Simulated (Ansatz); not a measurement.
All values below come from Ansatz (an electronic-structure program) with CAM-B3LYP-D3(BJ)/def2-TZVP. No frequencies were computed at this level.

Ansatz 0.2 input:
```yaml
crystal:
  periodic: [false, false, false]
  atoms:
    - { symbol: S, position_ang: [2.25133, -1.060626, 0.097448] }
    - { symbol: Al, position_ang: [0.212358, -0.284176, -0.07928] }
    - { symbol: S, position_ang: [-0.080712, 1.890284, -0.266701] }
    - { symbol: S, position_ang: [-1.482608, -1.678481, -0.067554] }
    - { symbol: H, position_ang: [2.779389, 0.126279, -0.194103] }
    - { symbol: H, position_ang: [-1.333791, 1.795373, -0.697509] }
    - { symbol: H, position_ang: [-2.345969, -0.788654, 0.420005] }
basis:
  gaussian: { orbitals: def2-tzvp }
hamiltonian:
  xc: cam_b3lyp
  dispersion: d3bj
relax:
  max_steps: 150
```

Output:

```
Functional definition: CAM-B3LYP
1204 factors; their error is unknown
354 factors; integrals over basis functions are off by at most 5.7e-6 eV
mean field evaluation 1: about -39156.2987 eV, gradient 2.4e1 eV
mean field evaluation 2: about -39157.0233 eV, gradient 2.1e1 eV
mean field evaluation 4: about -39157.8914 eV, gradient 8.7e-1 eV
mean field evaluation 8: about -39157.9549 eV, gradient 1.2e-1 eV
mean field evaluation 16: about -39157.9550 eV, gradient 2.6e-5 eV
mean field -39157.95495824 eV, -1439.0283025003 hartree, gradient 2.6e-5 eV, S^2 0.000000; 0 other end points of the search recorded, 0 dependent functions left out
reference -39157.95508101 eV, -1439.0283070120 hartree; 32, 32 occupied and 134, 134 virtual orbitals, 1204 factors
relax step   1: F+E_penalty+E_count = -39158.16442539 eV  Δ(F+E_penalty+E_count) = +0.000e0 eV  max|allowed force component| = 4.542e-1 eV/Å  Δτ_max = 0.0000 Å  (26 SCF iters, accepted)
these checks for a lower state are left out or cut short: starts, cluster_reference, orbital_swaps, neighbouring_geometries, increment
1204 factors; their error is unknown
354 factors; integrals over basis functions are off by at most 5.6e-6 eV
mean field -39157.96693787 eV, -1439.0287427434 hartree, gradient 1.1e-5 eV, S^2 0.000000; 0 other end points of the search recorded, 0 dependent functions left out
reference -39157.96706127 eV, -1439.0287472785 hartree; 32, 32 occupied and 134, 134 virtual orbitals, 1204 factors
relax step   2: F+E_penalty+E_count = -39158.17840434 eV  Δ(F+E_penalty+E_count) = -1.398e-2 eV  max|allowed force component| = 6.297e-1 eV/Å  Δτ_max = 0.1946 Å  (30 SCF iters, accepted)
these checks for a lower state are left out or cut short: starts, cluster_reference, orbital_swaps, neighbouring_geometries, increment
1204 factors; their error is unknown
354 factors; integrals over basis functions are off by at most 5.8e-6 eV
mean field -39157.98074012 eV, -1439.0292499668 hartree, gradient 1.7e-5 eV, S^2 0.000000; 0 other end points of the search recorded, 0 dependent functions left out
reference -39157.98086326 eV, -1439.0292544922 hartree; 32, 32 occupied and 134, 134 virtual orbitals, 1204 factors
relax step   3: F+E_penalty+E_count = -39158.19196888 eV  Δ(F+E_penalty+E_count) = -1.356e-2 eV  max|allowed force component| = 2.157e-1 eV/Å  Δτ_max = 0.0687 Å  (29 SCF iters, accepted)
these checks for a lower state are left out or cut short: starts, cluster_reference, orbital_swaps, neighbouring_geometries, increment
1204 factors; their error is unknown
354 factors; integrals over basis functions are off by at most 5.0e-6 eV
mean field evaluation 32: about -39157.9063 eV, gradient 1.6e-1 eV
mean field -39157.96832835 eV, -1439.0287938426 hartree, gradient 6.7e-6 eV, S^2 0.000000; 0 other end points of the search recorded, 0 dependent functions left out
reference -39157.96845050 eV, -1439.0287983316 hartree; 32, 32 occupied and 134, 134 virtual orbitals, 1204 factors
relax step   4: F+E_penalty+E_count = -39158.17979185 eV  Δ(F+E_penalty+E_count) = +1.218e-2 eV  max|allowed force component| = 2.823e-1 eV/Å  Δτ_max = 0.1322 Å  (30 SCF iters, rejected (line search))
these checks for a lower state are left out or cut short: starts, cluster_reference, orbital_swaps, neighbouring_geometries, increment
1204 factors; their error is unknown
354 factors; integrals over basis functions are off by at most 5.9e-6 eV
mean field -39157.98658563 eV, -1439.0294647853 hartree, gradient 1.7e-5 eV, S^2 0.000000; 0 other end points of the search recorded, 0 dependent functions left out
reference -39157.98670837 eV, -1439.0294692960 hartree; 32, 32 occupied and 134, 134 virtual orbitals, 1204 factors
relax step   5: F+E_penalty+E_count = -39158.19795009 eV  Δ(F+E_penalty+E_count) = -5.981e-3 eV  max|allowed force component| = 7.398e-2 eV/Å  Δτ_max = 0.0648 Å  (29 SCF iters, accepted)
these checks for a lower state are left out or cut short: starts, cluster_reference, orbital_swaps, neighbouring_geometries, increment
1204 factors; their error is unknown
354 factors; integrals over basis functions are off by at most 6.1e-6 eV
mean field -39157.98822935 eV, -1439.0295251908 hartree, gradient 1.1e-5 eV, S^2 0.000000; 0 other end points of the search recorded, 0 dependent functions left out
reference -39157.98835148 eV, -1439.0295296790 hartree; 32, 32 occupied and 134, 134 virtual orbitals, 1204 factors
relax step   6: F+E_penalty+E_count = -39158.19954032 eV  Δ(F+E_penalty+E_count) = -1.590e-3 eV  max|allowed force component| = 2.025e-2 eV/Å  Δτ_max = 0.0874 Å  (30 SCF iters, accepted)
these checks for a lower state are left out or cut short: starts, cluster_reference, orbital_swaps, neighbouring_geometries, increment
1204 factors; their error is unknown
354 factors; integrals over basis functions are off by at most 6.1e-6 eV
mean field -39157.98470304 eV, -1439.0293956014 hartree, gradient 1.5e-5 eV, S^2 0.000000; 0 other end points of the search recorded, 0 dependent functions left out
reference -39157.98482392 eV, -1439.0294000437 hartree; 32, 32 occupied and 134, 134 virtual orbitals, 1204 factors
relax step   7: F+E_penalty+E_count = -39158.19608709 eV  Δ(F+E_penalty+E_count) = +3.453e-3 eV  max|allowed force component| = 8.685e-2 eV/Å  Δτ_max = 0.0873 Å  (29 SCF iters, rejected (line search))
these checks for a lower state are left out or cut short: starts, cluster_reference, orbital_swaps, neighbouring_geometries, increment
1204 factors; their error is unknown
354 factors; integrals over basis functions are off by at most 6.2e-6 eV
mean field evaluation 64: about -39157.9892 eV, gradient 1.0e-5 eV
mean field -39157.98919370 eV, -1439.0295606301 hartree, gradient 1.0e-5 eV, S^2 0.000000; 0 other end points of the search recorded, 0 dependent functions left out
reference -39157.98931512 eV, -1439.0295650923 hartree; 32, 32 occupied and 134, 134 virtual orbitals, 1204 factors
relax step   8: F+E_penalty+E_count = -39158.20044585 eV  Δ(F+E_penalty+E_count) = -9.055e-4 eV  max|allowed force component| = 2.680e-2 eV/Å  Δτ_max = 0.0436 Å  (29 SCF iters, accepted)
these checks for a lower state are left out or cut short: starts, cluster_reference, orbital_swaps, neighbouring_geometries, increment
1204 factors; their error is unknown
354 factors; integrals over basis functions are off by at most 6.2e-6 eV
mean field -39157.98947562 eV, -1439.0295709904 hartree, gradient 2.7e-5 eV, S^2 0.000000; 0 other end points of the search recorded, 0 dependent functions left out
reference -39157.98959655 eV, -1439.0295754346 hartree; 32, 32 occupied and 134, 134 virtual orbitals, 1204 factors
relax step   9: F+E_penalty+E_count = -39158.20072723 eV  Δ(F+E_penalty+E_count) = -2.814e-4 eV  max|allowed force component| = 4.759e-2 eV/Å  Δτ_max = 0.0373 Å  (28 SCF iters, accepted)
these checks for a lower state are left out or cut short: starts, cluster_reference, orbital_swaps, neighbouring_geometries, increment
1204 factors; their error is unknown
354 factors; integrals over basis functions are off by at most 6.2e-6 eV
mean field -39157.98956727 eV, -1439.0295743586 hartree, gradient 7.1e-6 eV, S^2 0.000000; 0 other end points of the search recorded, 0 dependent functions left out
reference -39157.98968812 eV, -1439.0295787996 hartree; 32, 32 occupied and 134, 134 virtual orbitals, 1204 factors
relax step  10: F+E_penalty+E_count = -39158.20087102 eV  Δ(F+E_penalty+E_count) = -1.438e-4 eV  max|allowed force component| = 2.672e-2 eV/Å  Δτ_max = 0.0098 Å  (30 SCF iters, accepted)
these checks for a lower state are left out or cut short: starts, cluster_reference, orbital_swaps, neighbouring_geometries, increment
1204 factors; their error is unknown
354 factors; integrals over basis functions are off by at most 6.2e-6 eV
mean field -39157.98965819 eV, -1439.0295776997 hartree, gradient 7.3e-6 eV, S^2 0.000000; 0 other end points of the search recorded, 0 dependent functions left out
reference -39157.98977897 eV, -1439.0295821384 hartree; 32, 32 occupied and 134, 134 virtual orbitals, 1204 factors
relax step  11: F+E_penalty+E_count = -39158.20095545 eV  Δ(F+E_penalty+E_count) = -8.443e-5 eV  max|allowed force component| = 8.757e-3 eV/Å  Δτ_max = 0.0126 Å  (29 SCF iters, accepted)
these checks for a lower state are left out or cut short: starts, cluster_reference, orbital_swaps, neighbouring_geometries, increment
1204 factors; their error is unknown
354 factors; integrals over basis functions are off by at most 6.2e-6 eV
mean field -39157.98969657 eV, -1439.0295791103 hartree, gradient 2.4e-5 eV, S^2 0.000000; 0 other end points of the search recorded, 0 dependent functions left out
reference -39157.98981728 eV, -1439.0295835463 hartree; 32, 32 occupied and 134, 134 virtual orbitals, 1204 factors
relax step  12: F+E_penalty+E_count = -39158.20099693 eV  Δ(F+E_penalty+E_count) = -4.148e-5 eV  max|allowed force component| = 7.043e-3 eV/Å  Δτ_max = 0.0141 Å  (29 SCF iters, accepted)
these checks for a lower state are left out or cut short: starts, cluster_reference, orbital_swaps, neighbouring_geometries, increment
1204 factors; their error is unknown
354 factors; integrals over basis functions are off by at most 6.2e-6 eV
mean field evaluation 96: about -39157.9897 eV, gradient 1.2e-1 eV
mean field -39157.98970932 eV, -1439.0295795786 hartree, gradient 2.4e-5 eV, S^2 0.000000; 0 other end points of the search recorded, 0 dependent functions left out
reference -39157.98982999 eV, -1439.0295840134 hartree; 32, 32 occupied and 134, 134 virtual orbitals, 1204 factors
relax step  13: F+E_penalty+E_count = -39158.20101450 eV  Δ(F+E_penalty+E_count) = -1.757e-5 eV  max|allowed force component| = 1.197e-2 eV/Å  Δτ_max = 0.0115 Å  (29 SCF iters, accepted)
these checks for a lower state are left out or cut short: starts, cluster_reference, orbital_swaps, neighbouring_geometries, increment
1204 factors; their error is unknown
354 factors; integrals over basis functions are off by at most 6.2e-6 eV
mean field -39157.98970854 eV, -1439.0295795500 hartree, gradient 1.1e-5 eV, S^2 0.000000; 0 other end points of the search recorded, 0 dependent functions left out
reference -39157.98982920 eV, -1439.0295839844 hartree; 32, 32 occupied and 134, 134 virtual orbitals, 1204 factors
relax step  14: F+E_penalty+E_count = -39158.20101888 eV  Δ(F+E_penalty+E_count) = -4.379e-6 eV  max|allowed force component| = 5.267e-3 eV/Å  Δτ_max = 0.0035 Å  (24 SCF iters, accepted)
1204 factors; their error is unknown
354 factors; integrals over basis functions are off by at most 6.2e-6 eV
mean field -39157.98970854 eV, -1439.0295795500 hartree, gradient 1.1e-5 eV, S^2 0.000000; 1 other end points of the search recorded, 0 dependent functions left out
reference -39157.98982920 eV, -1439.0295839844 hartree; 32, 32 occupied and 134, 134 virtual orbitals, 1204 factors
Total energy: -39158.20113955 eV, -1439.0373494963 hartree
Atom 0 at     2.230165    -1.071894     0.046170 Å, force     0.001493     0.000878    -0.000323 eV/Å
Atom 1 at     0.216816    -0.271862    -0.067101 Å, force    -0.000680     0.002527    -0.000030 eV/Å
Atom 2 at    -0.060125     1.852842    -0.440423 Å, force    -0.005267    -0.001905     0.000145 eV/Å
Atom 3 at    -1.418294    -1.675737     0.206139 Å, force     0.000231    -0.000579    -0.000049 eV/Å
Atom 4 at     2.807097     0.118466    -0.176192 Å, force    -0.000864    -0.001583     0.000343 eV/Å
Atom 5 at    -1.399209     1.798538    -0.414435 Å, force     0.005250     0.000489    -0.000053 eV/Å
Atom 6 at    -2.376453    -0.750354     0.058148 Å, force    -0.000162     0.000174    -0.000034 eV/Å
Dipole moment:    -0.214049     0.245251    -0.040927 e Å
```

Cost: around 100 core-seconds (rough).
